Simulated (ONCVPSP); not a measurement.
Zn (Z = 30): excitation energies, all-electron against ONCV

* Element: Zn (Z = 30)
* Generator: ONCVPSP 4.0.1
* Type: optimised norm-conserving Vanderbilt (ONCV)
* Functional: PBE
* Relativity: scalar-relativistic
* Frozen core: [Ne]
* Valence charge: 20
* Reference configuration: 3s2 3p6 3d10 4s1.5 4p0.5
* Partial waves: 3s+4s: rc 1.15 bohr, ncon 3, nbas 6, qcut 11.5 1/bohr, 2 projectors; 3p+4p: rc 1.00 bohr, ncon 4, nbas 7, qcut 15.1 1/bohr, 2 projectors; 3d: rc 1.10 bohr, ncon 4, nbas 9, qcut 15.5 1/bohr, 1 projector
* Local potential: polynomial inside 0.85 bohr (lpopt 5, dvloc0 3 Ha)
* Core correction: polynomial model core, fcfact 0.3

Energies are relative to the spin-unpolarised reference configuration 3s2 3p6 3d10 4s1.5 4p0.5; without spin polarisation the order of configurations can differ from experiment. Not all tests gave a result: 1 of 4 tests not solved or not reliable.

```
valence configuration  charge  ΔE all-electron (eV)  error AE − PS (meV)
 3s2 3p6 3d10 4s2 4p0       0                -2.487                 +0.2
 3s2 3p6 3d10 4s1 4p0      +1                 7.402                 -0.2
  3s2 3p6 3d9 4s2 4p0      +1                15.414                 -0.2
```
